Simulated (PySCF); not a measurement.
# Dipole response of Cr²⁺ (chromium, charge +2)

[Ar] 3d4, high-spin 5D determinant. Calculation: PySCF 2.14, in aug-cc-pwCVTZ-DK (10s9p7d4f3g, 127 functions); the spin-free X2C one-electron Hamiltonian (Gaussian nucleus). Coupled (time-dependent) response in atomic units; α is the mean over directions.

```
method  mean α (bohr³)         α xx, yy, zz  C₆ (like pair)  S(−4)
   UHF           3.670  3.453, 3.453, 4.103           10.96  6.999
   PBE           4.658  4.359, 4.359, 5.256           13.98  15.25
```

S(−4) is the Cauchy moment in α(ω) = α(0) + S(−4) ω² + …

α(iu) at UHF:

```
u (hartree)  α(iu) (bohr³)
          0          3.670
     0.0500          3.653
      0.100          3.602
      0.200          3.426
      0.300          3.195
      0.500          2.727
      0.750          2.253
       1.00          1.893
       1.50          1.389
       2.00          1.054
       3.00         0.6566
       5.00         0.3201
```

A single London oscillator, α(iu) = α/(1 + u²/ω²), gives C₆ = (3/4) ω α². Matching the computed C₆ needs ω = 4 × 10.96 / (3 × 3.670²) = 1.08 hartree.

For an ion, C₆ is the dispersion term alone; charge-induced terms of lower order in 1/R come first.

The components differ because the open shell of this determinant is not spherical; for a pure term their mean is the scalar polarisability.
